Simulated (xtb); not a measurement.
Si(F)(Cl)(Br)(OH) (BrClFHOSi), SMILES O[Si](F)(Cl)Br. All values are semi-empirical tight-binding results from xtb (GFN2-xTB unless named), good for trends rather than for accurate numbers. The structure is a stationary point at GFN2-xTB. This is a generated structure with no PubChem entry under its InChIKey; it may be hypothetical. The values are those of a single conformer.

```
Property                                          Value
----------------------------------------  -------------
orbital gap                                     7.14 eV
zero-point energy                         12.0 kcal/mol
G − E(el) at 298.15 K (modified RRHO)     -8.6 kcal/mol
static polarisability (D4 model)             75.7 bohr³
solvation energy, GFN2-xTB/ALPB(water)    -4.8 kcal/mol
solvation energy, GFN2-xTB/ALPB(toluene)  -3.4 kcal/mol
```
